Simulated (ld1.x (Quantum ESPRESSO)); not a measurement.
# Building the TM potential for Br (PBE, scalar-relativistic).

```
Element                 : bromine
Generator               : ld1.x (Quantum ESPRESSO) 7.5
Type                    : norm-conserving Troullier–Martins (Kleinman–Bylander form)
Functional              : PBE
Relativity              : scalar-relativistic
Frozen core             : [Ar] 3d10
Valence charge          : 7
Reference configuration : 4s2 4p4 (charge +1)
Partial waves           : 4s (bound): rc 1.35 bohr; 4p (bound): rc 1.70 bohr; 4d channel at 0.4 Ry: rc 1.60 bohr
Local potential         : all-electron potential smoothed inside 1.35 bohr (lloc = -1)
Core correction         : none
```

All-electron outer shells of the reference configuration (PBE, scalar-relativistic, ld1.x):

```json
{"shell": "4s", "level (eV)": "-30.40", "outermost node (bohr)": "0.67", "outermost maximum (bohr)": "1.41"}
{"shell": "4p", "level (eV)": "-17.47", "outermost node (bohr)": "0.70", "outermost maximum (bohr)": "1.62"}
```

(1) Estimate the cutoffs (Ry, on a coarse ladder) from which the occupation-weighted sum of valence levels, in a spherical-Bessel basis at the reference potential, stays within 10 and 1 mRy of its value at 400 Ry.

(2) What does a ghost test show?

(3) Which valence shell sets the plane-wave cutoff?

(4) Tests: 4s2 4p5; 4s2 4p3; 4s2 4p2; 4s2 4p4.5; 4s1 4p5; 4s2 4p5.3; 4s2 4p1. Which has the largest error in its energy relative to the reference configuration, and how large is it?

Answers

(1) 45 Ry and 70 Ry.

(2) No extra level below or beside the all-electron valence levels (s, p, d, f tested).

(3) 4s: its level needs 55 Ry to come within 1 mRy, against 30 Ry for 4p.

(4) 4s2 4p1, with +39 meV (all-electron minus pseudo) on +102.77 eV.
